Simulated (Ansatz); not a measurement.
One change: `C=CN(C)C` becomes `C[N](C)[Mg][F]`.

Ansatz, PBE0-D4/def2-TZVP geometries, multiplicity 1. Each molecule was computed in one conformer, which needn't be the lowest.

| property | `C=CN(C)C` |
| --- | --- |
| HOMO–LUMO gap (B3LYP/def2-TZVPP) / eV | 6.14 |
| ideal-gas entropy at 298 K and 1 bar (rigid rotor, harmonic PBE0-D4/def2-TZVP) / J/(mol·K) | 320 |
| HOMO energy (PBE0/def2-TZVPP) / eV | -5.65 |
| HOMO energy (ωB97M-V/def2-TZVPP) / eV | -7.83 |
| zero-point energy (PBE0-D4/def2-TZVP) / kJ/mol | 329.7 |
| HOMO–LUMO gap (PBE/def2-TZVPP) / eV | 4.57 |

(1) What does the change do to each property? (Estimate.)

Results:

(1) Computed: 
```json
{"property": "HOMO–LUMO gap (B3LYP/def2-TZVPP) / eV", "`C[N](C)[Mg][F]`": "3.92", "shift": "-2.22"}
{"property": "ideal-gas entropy at 298 K and 1 bar (rigid rotor, harmonic PBE0-D4/def2-TZVP) / J/(mol·K)", "`C[N](C)[Mg][F]`": "345", "shift": "25"}
{"property": "HOMO energy (PBE0/def2-TZVPP) / eV", "`C[N](C)[Mg][F]`": "-5.70", "shift": "-0.05"}
{"property": "HOMO energy (ωB97M-V/def2-TZVPP) / eV", "`C[N](C)[Mg][F]`": "-8.00", "shift": "-0.17"}
{"property": "zero-point energy (PBE0-D4/def2-TZVP) / kJ/mol", "`C[N](C)[Mg][F]`": "217.6", "shift": "-112.1"}
{"property": "HOMO–LUMO gap (PBE/def2-TZVPP) / eV", "`C[N](C)[Mg][F]`": "2.44", "shift": "-2.13"}
```

With PBE0 the HOMO falls by 0.05 eV and the LUMO falls by 2.24 eV, so the gap narrows by about 2.19 eV. PBE moves the HOMO by 0.08 eV and ωB97M-V by -0.17 eV. The zero-point energy changes by -112.1 kJ/mol with -9 modes.

B3LYP here is the variant with VWN-RPA as its local correlation; programs differ in this.
